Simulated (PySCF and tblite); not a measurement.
Results of a calculation; reference values are marked as such.
System: C7H11N, numbered as in [CH2:1]=[CH:2][C@H:3]1[CH:4]=[CH:5][CH2:6][CH2:7][NH:8]1.

Motion: pyramidal inversion at N8. GFN2-xTB gives an electronic barrier of 5.7 kcal/mol and a reaction energy of 1.1 kcal/mol.

**Question.** What does PBE0/pcSseg-1 + D3(BJ) give on GFN2-xTB geometries?

**Answer.** A barrier of 2.5 kcal/mol, 3.2 below the tight-binding barrier (from unrounded values), a reaction energy of -1.9 kcal/mol and, with GFN2-xTB thermal terms, ΔG‡(298 K) = 1.2 kcal/mol and k = 7.6×10¹¹ s⁻¹ (1 equivalent path).

Programs: tblite and PySCF.
